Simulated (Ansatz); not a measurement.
Ansatz (an electronic-structure program) job for ZrI₃, SMILES [I][Zr+]([I])[I], charge +1, multiplicity 1, PBE/def2-SVPD. Geometry: PBE0-D3(BJ)/def2-SVP. The multiplicity is an assumed one; no other spin state was optimised. The isomer is the one that the SMILES or the coordinates give; other isomers of the formula were not compared. The def2 effective core potentials stand for the cores of I, Zr; spin–orbit coupling is left out.

Ansatz 0.2 input:
```yaml
crystal:
  periodic: [false, false, false]
  atoms:
    - {symbol: Zr, position_ang: [0.00000000, -0.00000000, 0.72385703]}
    - {symbol: I, position_ang: [2.12197390, -1.22512220, -0.18210240]}
    - {symbol: I, position_ang: [-2.12197390, -1.22512220, -0.18210240]}
    - {symbol: I, position_ang: [-0.00000001, 2.45024441, -0.18210240]}
basis:
  gaussian:
    orbitals: def2-SVPD
hamiltonian:
  xc: {name: PBE}
total_charge: 1
```

Log of the run:

```
WARN ansatz: RAYON_NUM_THREADS=1 ignored (pool sized by the plan → 1); use --threads N
Functional definition: PBE
integrals: 0.10 GiB planned
1421 factors; their error is unknown
mean field: 0.53 GiB planned
mean field evaluation 1: about -25576.4399 eV, gradient 3.4e1 eV
mean field evaluation 2: about -25560.1274 eV, gradient 7.1e1 eV
mean field evaluation 4: about -25578.1935 eV, gradient 2.4e1 eV
mean field evaluation 8: about -25579.9075 eV, gradient 5.1e-2 eV
mean field evaluation 16: about -25579.8913 eV, gradient 6.8e-5 eV
mean field -25579.89130491 eV, -940.0436667825 hartree, gradient 1.8e-5 eV, S^2 0.000000; 0 other end points of the search recorded, 0 dependent functions left out
reference -25579.89139530 eV, -940.0436701041 hartree; 43, 43 occupied and 96, 96 virtual orbitals, 1421 factors
Total energy: -25579.89139530 eV, -940.0436701041 hartree
```

The run converged.
